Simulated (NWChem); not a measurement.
# AlBr2, doublet; SMILES [Br][Al][Br]

```xyz
3

Al     0.0000     0.0000     0.9588
Br    -1.9643     0.0000    -0.1781
Br     1.9643     0.0000    -0.1781
```
Atoms are numbered in this order, from 1.

Computed with NWChem. Pople sets run with spherical d functions. Spin-unrestricted. Medium grid unless said otherwise, to which SCAN and Minnesota functionals are sensitive. The geometry was optimised at PBE0/def2-SVP, spin-unrestricted. The spin multiplicity was typed, not searched, and may not be the lowest. No stability test was run on the SCF state. Total energies of different functionals are on different scales.

```json
[
 {"level": "B3LYP/6-31G*", "energy (Ha)": "-5390.2790", "highest occupied level (eV)": "-6.35", "lowest empty minus highest occupied level, either spin (eV)": "2.56", "dipole (D)": "1.49", "<S²>": "0.752"},
 {"level": "PBE/6-31G*", "energy (Ha)": "-5389.2986", "highest occupied level (eV)": "-5.58", "lowest empty minus highest occupied level, either spin (eV)": "1.37", "dipole (D)": "1.28", "<S²>": "0.752"},
 {"level": "MN15/6-31G*", "energy (Ha)": "-5390.7426", "highest occupied level (eV)": "-6.74", "lowest empty minus highest occupied level, either spin (eV)": "3.74", "dipole (D)": "1.70", "<S²>": "0.752"},
 {"level": "N12/6-31G*", "energy (Ha)": "-5393.1165", "highest occupied level (eV)": "-5.17", "lowest empty minus highest occupied level, either spin (eV)": "0.58", "dipole (D)": "0.98", "<S²>": "0.751"},
 {"level": "LC-wPBE (HJS exchange hole, range parameter 0.4 per bohr)/6-31G*", "energy (Ha)": "-5389.4471", "highest occupied level (eV)": "-9.15", "lowest empty minus highest occupied level, either spin (eV)": "7.76", "dipole (D)": "1.70", "<S²>": "0.753"},
 {"level": "r2SCAN0/6-31G*", "energy (Ha)": "-5390.1387", "highest occupied level (eV)": "-6.86", "lowest empty minus highest occupied level, either spin (eV)": "3.68", "dipole (D)": "1.63", "<S²>": "0.753"},
 {"level": "BHandHLYP/6-31G*", "energy (Ha)": "-5390.1911", "highest occupied level (eV)": "…", "lowest empty minus highest occupied level, either spin (eV)": "…", "dipole (D)": "1.71", "<S²>": "0.753"}
]
```

Task: Fill in the missing entries.

Result: 
- BHandHLYP/6-31G*, highest occupied level (eV): -7.46
- BHandHLYP/6-31G*, lowest empty minus highest occupied level, either spin (eV): 4.66
